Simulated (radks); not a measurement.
Results of a calculation; reference values are marked as such.
Sn41+, 9 electrons, occupied as [He] 2s2 2p5 (the NIST ground configuration). Level of theory: scalar-relativistic Kohn-Sham, LDA (Slater exchange, Perdew-Wang correlation), spin-unpolarised, spherical densities, finite nucleus; Fermi nuclear charge, rms radius 4.6519 fm (a radial shooting solver on a logarithmic mesh with Libxc functionals).

Unscreened Slater integrals over Kohn-Sham orbitals (cm^-1). Empty in this configuration: 3s.

F0(2p,2p): 1882400
F2(2p,2p): 897030
F0(2p,2s): 1722100
G1(2p,2s): 973580
F0(2p,1s): 2553300
G1(2p,1s): 489190
F0(2p,3s): 888000
G1(2p,3s): 94782
F0(2s,2s): 1621600
F0(2s,1s): 2281000
G0(2s,1s): 228180
F0(2s,3s): 867470
G0(2s,3s): 75493
F0(1s,1s): 7129600
F0(1s,3s): 1021600
G0(1s,3s): 54731
F0(3s,3s): 679010

Derived for the open shells (J is the average intra-shell exchange parameter used in DFT+U). 2p: J = F2/5 = 179400 cm^-1.
